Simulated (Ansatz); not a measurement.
Basis-set series for `[F][Ge]([F])[F]` radical. Charge 0, multiplicity 2. Geometry: relaxed with PBE0-D4/def2-TZVP.

```tsv
functional	basis	functions	energy (Eh)	HOMO (eV)	LUMO (eV)
PBE0-D4	def2-SVP	74	-2375.55296	-8.56	-4.80
PBE0-D4	def2-QZVPP	260	-2376.26359	-8.75	-4.95
ωB97M-V	def2-SVP	74	-2375.91116	-10.67	-2.85
ωB97M-V	def2-QZVPP	260	-2376.62539	-10.91	-3.10
```

Give the rows for def2-TZVPP. (An estimate is asked.)

Ansatz gave: 
| functional | basis | functions | energy (Eh) | HOMO (eV) | LUMO (eV) |
| --- | --- | --- | --- | --- | --- |
| PBE0-D4 | def2-TZVPP | 141 | -2376.20053 | -8.70 | -4.89 |
| ωB97M-V | def2-TZVPP | 141 | -2376.56487 | -10.83 | -2.98 |

HOMO and LUMO are taken over both spins. Scalar relativity is left out up to krypton.
